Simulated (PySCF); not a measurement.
Compound: C₄H₇BO.
Cartesian coordinates in Å at the PBE0-D3(BJ)/def2-SVP level; atoms count from 1:
```
atom  x, y, z in Å
C1     3.372    1.254   -0.070
C2     2.439    0.481   -0.217
B3     1.285   -0.489   -0.401
C4    -0.183    0.005   -0.199
O5    -1.137   -0.986   -0.433
C6    -2.444   -0.556   -0.232
H7     4.195    1.933    0.058
H8     1.517   -1.638   -0.694
H9    -0.346    0.901   -0.844
H10   -0.256    0.414    0.838
H11   -3.117   -1.401   -0.436
H12   -2.616   -0.216    0.810
H13   -2.718    0.281   -0.907
```

Computed with PBE0-D3(BJ)/def2-SVP geometry optimisation, gas phase (PySCF 2.14.0).

Take the most abundant isotopes and a rigid rotor. The values belong to one conformer with, in the numbering `[CH:1]#[C:2][BH:3][CH2:4][O:5][CH3:6]`, C2–B3–C4–O5 178°, B3–C4–O5–C6 179°.

What are A, B and C (MHz)?

Ia = 24.25, Ib = 387.72, Ic = 405.62 u·Å²; 505379 MHz·u·Å²/I gives A = 20843, B = 1303, C = 1246 MHz.

What kind of rotor is it?

A near-prolate asymmetric top; Ray's κ = -0.994.

What does the inertial defect say?

Not planar: Δ = Ic − Ia − Ib = -6.35 u·Å². For a rigid frame Δ = −2 Σ m c², so Σ m c² = 3.17 u·Å² lies off the ab plane: 3.17 from hydrogen and 0.01 from heavier atoms. The atom farthest from that plane is 0.92 Å away.

Give the other two planar moments, Paa and Pbb, and the rms extents of the mass along the axes.

Paa = Σ m a² = (Ib + Ic − Ia)/2 = 384.55 and Pbb = Σ m b² = (Ia + Ic − Ib)/2 = 21.07 u·Å². With the mass M = 82.06 u, the rms extents √(P/M) along a, b and c are 2.16, 0.51, 0.20 Å.

List the rotational levels J(Ka,Kc) to J = 3 (cm⁻¹).

Above 0(0,0):
J = 1: 1(0,1) 0.0850, 1(1,1) 0.7368, 1(1,0) 0.7387
J = 2: 2(0,2) 0.2551, 2(1,2) 0.9050, 2(1,1) 0.9107, 2(2,1) 2.8660, 2(2,0) 2.8660
J = 3: 3(0,3) 0.5102, 3(1,3) 1.1572, 3(1,2) 1.1687, 3(2,2) 3.1211, 3(2,1) 3.1212, 3(3,1) 6.3848, 3(3,0) 6.3848
Those of J = 1 are B + C, A + C and A + B.

Which lines would a microwave search look for?

The dipole components are |μa| = 0.39 D, |μb| = 1.88 D, |μc| = 0.04 D. The squared components, which scale the intensities, stand as 0.04 : 1.00 : 0.00 (a : b : c). Some of the stronger lines:

```tsv
type	branch	J(Ka,Kc)	MHz	lower level (cm⁻¹)
b	Q	2(1,1) ← 2(0,2)	19655	0.255
b	Q	3(1,2) ← 3(0,3)	19741	0.510
b	Q	4(1,3) ← 4(0,4)	19857	0.850
b	R	1(1,1) ← 0(0,0)	22089	0.000
b	R	2(1,2) ← 1(0,1)	24581	0.085
b	R	3(1,3) ← 2(0,2)	27044	0.255
b	R	4(1,4) ← 3(0,3)	29479	0.510
b	Q	4(2,2) ← 4(1,3)	58419	1.513
b	Q	3(2,1) ← 3(1,2)	58533	1.169
b	Q	2(2,0) ← 2(1,1)	58618	0.911
b	Q	2(2,1) ← 2(1,2)	58791	0.905
b	Q	3(2,2) ← 3(1,3)	58877	1.157
b	Q	4(2,3) ← 4(1,4)	58992	1.494
b	R	2(2,1) ← 1(1,0)	63775	0.739
b	R	2(2,0) ← 1(1,1)	63832	0.737
b	R	3(2,1) ← 2(1,2)	66440	0.905
b	R	4(2,3) ← 3(1,2)	68730	1.169
b	R	4(2,2) ← 3(1,3)	69077	1.157
b	Q	4(3,1) ← 4(2,2)	97839	3.461
b	Q	3(3,0) ← 3(2,1)	97840	3.121
b	Q	3(3,1) ← 3(2,2)	97841	3.121
b	R	3(3,1) ← 2(2,0)	105489	2.866
b	R	4(3,2) ← 3(2,1)	108038	3.121
b	R	4(3,1) ← 3(2,2)	108039	3.121
b	Q	4(4,0) ← 4(3,1)	136977	6.725
b	Q	4(4,1) ← 4(3,2)	136977	6.725
b	R	4(4,1) ← 3(3,0)	147175	6.385
b	R	4(4,0) ← 3(3,1)	147175	6.385
```

Not checked by PBE0-D3(BJ)/def2-SVP frequencies. Constants of a rigid frame at the computed geometry: no zero-point averaging, no centrifugal distortion. A rigid rotor knows nothing of internal rotation, which can split or shift real lines. Quadrupole hyperfine structure (11B) is left out.

Hardware: one thread, Arm Neoverse V1 (aarch64), on a shared host. Cost: 30 s of wall time, 0.50 GiB resident at most. That covers the optimisation of the geometry.
